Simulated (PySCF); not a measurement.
**Si2H7SN2F**

The system: Si2H7SN2F, a small molecule; neutral, singlet. The structure, one conformer, was relaxed in the gas phase by PBE0-D3(BJ)/def2-SVP. No frequency run checks that it is a minimum.

SMILES: N[Si](N)(F)S[SiH3]

```xyz
13

Si    0.596    0.626   -0.308
S    -0.053    0.086    1.661
Si   -1.937   -0.828    1.168
N     2.075    1.470   -0.330
N     0.632   -0.799   -1.232
F    -0.477    1.692   -0.904
H    -2.672   -0.028    0.149
H    -2.717   -0.899    2.436
H    -1.746   -2.218    0.648
H     2.950    0.981   -0.187
H     2.121    2.437   -0.032
H     0.454   -1.710   -0.830
H     0.792   -0.821   -2.231
```
(Å; atoms numbered from 1)

Shieldings: GIAO PBE0/pcSseg-1. Shifts are against computed references at the same level: H TMS (σ 31.27 ppm), Si TMS (σ 352.0 ppm). Core levels by delta-SCF with SCAN, pcX-2 on the ionised atom and pcseg-1 elsewhere, spin-free X2C (2p3/2 is the spin-free 2p value less a third of a first-order spin-orbit splitting); from the vacuum level, for chosen atoms.

Give the NMR and core-level values of the distinct atoms.


| atoms | bonded to | σ (ppm) | δ (ppm) | core level (eV) |
| --- | --- | --- | --- | --- |
| Si1 | 1 F + 2 N + 1 S | 375.9 | -23.9 | 2p3/2 108.13 |
| S2 | 2 Si | 776.6 | - | 2p3/2 168.61 |
| Si3 | 1 S + 3 H | 403.5 | -51.6 | - |
| N4 | 1 Si + 2 H | 230.8 | - | 1s 404.94 |
| N5 | 1 Si + 2 H | 225.9 | - | 1s 405.02 |
| F6 | 1 Si | 308.5 | - | 1s 691.90 |
| H7 H8 H9 | 1 Si | 26.60 | 4.67 | - |
| H10 | 1 N | 30.37 | 0.89 | - |
| H11 | 1 N | 30.23 | 1.04 | - |
| H12 | 1 N | 30.16 | 1.11 | - |
| H13 | 1 N | 30.13 | 1.13 | - |

Values are those of this one static structure, with the three H of a rotating XH3 group averaged; atoms that internal rotation interchanges would show their mean in an NMR spectrum.

By CAM-B3LYP/def2-SVPD (TDDFT singlets, Tamm-Dancoff triplets, ionisation by delta-SCF), where does absorption start, and what does vertical ionisation take?

The lowest singlet lies at 6.29 eV (f 0.021), the strongest of the first 6 at 6.94 eV (f 0.073), the lowest triplet at 5.92 eV; vertical ionisation takes 9.56 eV.

The 3 runs behind this took 6.8 min in all, one thread each of Arm Neoverse N1 on a shared host, launched as `OMP_NUM_THREADS=1 python cluster_run.py task.json out`.
